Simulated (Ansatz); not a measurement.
CH$_{4}$BrFSSi, SMILES `C[Si](F)(S)Br`, relaxed with RKS PBE0-D4/def2-TZVP in Ansatz from a PBE-D4/def2-SVP geometry. The force threshold is 0.005 eV/Å; the program also tests the step.

Total charge 0; spin multiplicity 1.

Start:

```xyz
9

C    -0.527    1.087    0.022
Si    0.649   -0.359   -0.018
F     1.304   -0.422   -1.518
S    -0.235   -2.248    0.475
Br    2.307   -0.085    1.446
H     0.012    2.021   -0.235
H    -1.346    0.940   -0.712
H    -0.970    1.196    1.031
H    -1.195   -2.130   -0.490
```

Question: How much energy does the relaxation release, and in how many steps? (An estimate is asked.)

Answer: Ansatz gave: 1.52 kcal/mol, in 6 steps.

Question: Which bonds change most? (Best estimate.)

Answer: Computed: Si2–F3 from 1.638 to 1.594 Å; Si2–S4 from 2.142 to 2.117 Å; Si2–Br5 from 2.229 to 2.208 Å; S4–H9 from 1.366 to 1.346 Å.

Question: Give the relaxed structure. (An estimate is asked.)

Answer: Ansatz gave: 
```xyz
9

C    -0.522    1.077    0.020
Si    0.641   -0.354   -0.023
F     1.284   -0.415   -1.479
S    -0.233   -2.219    0.466
Br    2.287   -0.090    1.424
H     0.007    1.998   -0.236
H    -1.329    0.929   -0.702
H    -0.957    1.183    1.015
H    -1.178   -2.110   -0.486
```
